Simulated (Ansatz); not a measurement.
One change: `OC(Cl)Cl` becomes `C[SiH2]C(Cl)Cl`.

Ansatz, PBE0-D4/def2-TZVP geometries, multiplicity 1. Each molecule was computed in one conformer, which needn't be the lowest.

```
                                      property  `OC(Cl)Cl`
          HOMO–LUMO gap (PBE0/def2-TZVPP) / eV        8.44
           HOMO energy (B3LYP/def2-TZVPP) / eV       -8.41
             HOMO energy (PBE/def2-TZVPP) / eV       -7.20
       HOMO–LUMO gap (ωB97M-V/def2-TZVPP) / eV       12.87
size of the dipole moment (PBE/def2-TZVPP) / D        0.87
         HOMO energy (ωB97M-V/def2-TZVPP) / eV      -10.99
```

Q: What does the change do to each property? (Best estimate.)

A: Computed: 
```
                                      property  `C[SiH2]C(Cl)Cl`  shift
          HOMO–LUMO gap (PBE0/def2-TZVPP) / eV              7.77  -0.67
           HOMO energy (B3LYP/def2-TZVPP) / eV             -7.85   0.56
             HOMO energy (PBE/def2-TZVPP) / eV             -6.74   0.46
       HOMO–LUMO gap (ωB97M-V/def2-TZVPP) / eV             11.93  -0.94
size of the dipole moment (PBE/def2-TZVPP) / D              1.31   0.44
         HOMO energy (ωB97M-V/def2-TZVPP) / eV            -10.31   0.68
```

With PBE0 the HOMO rises by 0.63 eV and the LUMO falls by 0.05 eV, so the gap narrows by about 0.68 eV. PBE moves the HOMO by 0.46 eV and ωB97M-V by 0.68 eV. Dipoles are sizes alone; their direction can turn.

B3LYP here is the variant with VWN-RPA as its local correlation; programs differ in this.
